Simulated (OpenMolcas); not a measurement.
Pr3+ among 8 point charges of -0.5 e arranged as a hexagonal bipyramid (D6h). The axial distance is 1.17 times the equatorial one, R.

```json
{
 "Program": "OpenMolcas",
 "Method": "SS-CASPT2, IPEA 0.25 Eh, imaginary shift 0.1 Eh (closed shells correlated: 5s 5p)",
 "Basis": "ANO-RCC-VDZP [7s6p4d2f1g]",
 "Scalar Hamiltonian": "DKH2, point nucleus",
 "Active space": "2 electrons in 7 orbitals (4f)",
 "State averaging": "2S+1 = 3 even, 21 roots; 2S+1 = 1 even, 27 roots kept (CI in the orbitals of an earlier block)",
 "Spin-orbit coupling": "state interaction with AMFI integrals over the reference wave functions"
}
```

All point charges move together. At R = 2.68 Å the width of the lowest J multiplet is 467 cm-1, and at R = 3.07 Å it is 300 cm-1.

Question: A third run gives 558 cm-1. What distance was it run at?

Answer: With a power law R^-n the two known points give n = -ln(300 / 467) / ln(3.07 / 2.68) = 3.26. Then R = 2.68 × (467 / 558)^(1/3.26) = 2.538 Å. The run was at 2.56 Å, so the estimate is off by -0.022 Å.

Roots that are degenerate in the reference are averaged as groups; the widest CASPT2 spread within a group is 930 cm-1 (the 3-fold group of multiplicity 1 near 6550 cm-1 above the lowest state of its run, R = 2.56). Shifts and gaps below about the spread of the groups concerned are not significant. Point charges carry no covalency, so the field is a model and not that of real ligands. An unlabelled pair can be two single states that coincide in this model. A group larger than the point group allows holds several states that coincide in this model. No measured value stands beside these numbers.
